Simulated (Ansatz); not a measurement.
`[OH][Ge][Br]` + H–F → `[F][Ge][Br]` + H₂O at 298.15 K and 1 bar (ligand exchange at a Ge–O bond).

Gas-phase electronic energies from Ansatz, PBE0-D4/def2-TZVP geometries. CCSD(T)/CBS is the MP2 limit (def2-TZVPP, def2-QZVPP) plus CCSD(T) − MP2 in def2-TZVPP, frozen cores. This one scheme is used for every species. For Br, Ge outer-core shells are correlated without core-valence functions, which leaves a few kJ/mol of doubt a bond. Scalar relativity is left out up to krypton. One conformer a species, not always the lowest.

```csv
species,CCSD(T)/CBS energy (Eh),H − E (kJ/mol),S (J/(mol·K))
`[OH][Ge][Br]`,-4725.27533,51.5,304.5
H–F,-100.39570,33.5,173.6
`[F][Ge][Br]`,-4749.29775,19.8,300.9
H₂O,-76.37941,66.4,188.7
```

H − E and S are ideal-gas, rigid-rotor, harmonic terms from PBE0-D4/def2-TZVP, for one conformer and one mirror image of each species. 1 Eh = 2625.50 kJ/mol, R = 8.31446 J/(mol·K).

Q: By hand: ΔE, ΔH, ΔS and ΔG.

A: ΔE = (-4749.29775) + (-76.37941) − (-4725.27533) − (-100.39570) = -0.00613 Eh = -16.1 kJ/mol. Δ(H − E) = 19.8 + 66.4 − 51.5 − 33.5 = 1.2, so ΔH = -14.9 kJ/mol. ΔS = 300.9 + 188.7 − 304.5 − 173.6 = 11.5 J/(mol·K). ΔG = -14.9 − 298.15 × (11.5)/1000 = -18.3 kJ/mol.

Q: By hand: the equilibrium constant, and the temperature at which ΔG would vanish if ΔH and ΔS stayed fixed.

A: log₁₀ K = −ΔG/(RT ln 10) = 3.2. ΔH and −TΔS have one sign here, so there is no such temperature.

The number of gas molecules stays the same, so ΔS is small and ΔH decides. A doubt of 5 kJ/mol in ΔE shifts log₁₀ K by 0.9 here. Other conformers and mirror images would add mixing entropy, several J/(mol·K) or more a flexible species. These are equilibria of isolated gas molecules and say nothing of rates. Largest T1 diagnostic: 0.013 (customary marks: 0.02 for closed shells, 0.045 for open ones).

ΔS is within the doubt of such terms, so its sign, and with it that verdict, could turn.
